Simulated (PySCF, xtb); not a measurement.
Si(F)(OMe) (CH3FOSi), SMILES CO[Si]F (connectivity only; charge and spin as stated), neutral, multiplicity 1.

The structure is a stationary point at TPSSh-D3(BJ)/def2-SVP. One conformer was computed; it need not be the lowest.

The numbers are results of IEF-PCM-PBE0/def2-SVP in PySCF, not measurements.

The values are the electrostatic part of the solvation free energy, E(continuum) − E(gas) at the gas-phase geometry, in a cavity of scaled van der Waals radii (PySCF's table); cavitation and dispersion terms are not included. In vacuum the orbital gap is 6.24 eV. The dipole moment in vacuum is 1.41 D.

Task: Estimate the values in water (ε = 78.36), diethylether (ε = 4.24), ethanol (ε = 24.85). (Estimate from the structure and the level; the computed values follow.)

Result: 
```tsv
solvent	ε	ΔG(elec) (kcal/mol)	dipole (D)	gap (eV)
water	78.36	-2.7	1.67	6.33
diethylether	4.24	-1.8	1.60	6.30
ethanol	24.85	-2.5	1.66	6.32
```

For comparison, GFN2-xTB/ALPB(water) (xtb, at the GFN2-xTB geometry, all terms of that model) gives 0.9 kcal/mol.
